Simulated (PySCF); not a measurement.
Constitutional and geometric isomers with formula CH10Si3. Isolated molecules, 0 K electronic values unless said otherwise. One relaxed conformer stands for each flexible species; it need not be the lowest. Strings in code marks are SMILES.

The numbers are results of B3LYP-D3(BJ)/def2-TZVP (PySCF), not measurements. B3LYP has the VWN-RPA correlation part, as in Gaussian. 

```csv
species,LUMO (eV),HOMO–LUMO gap (eV)
`[SiH3][SiH2][SiH2]C` (C–Si–Si–Si torsion 59°),-0.32,7.25
`[SiH](C)([SiH3])[SiH3]`,-0.40,?
`[SiH3]C[SiH2][SiH3]` (Si–C–Si–Si torsion 56°),-0.29,7.61
`C([SiH3])([SiH3])[SiH3]`,?,8.33
```

Fill in the missing entries.


- `[SiH](C)([SiH3])[SiH3]`, HOMO–LUMO gap (eV): 7.13
- `C([SiH3])([SiH3])[SiH3]`, LUMO (eV): -0.25
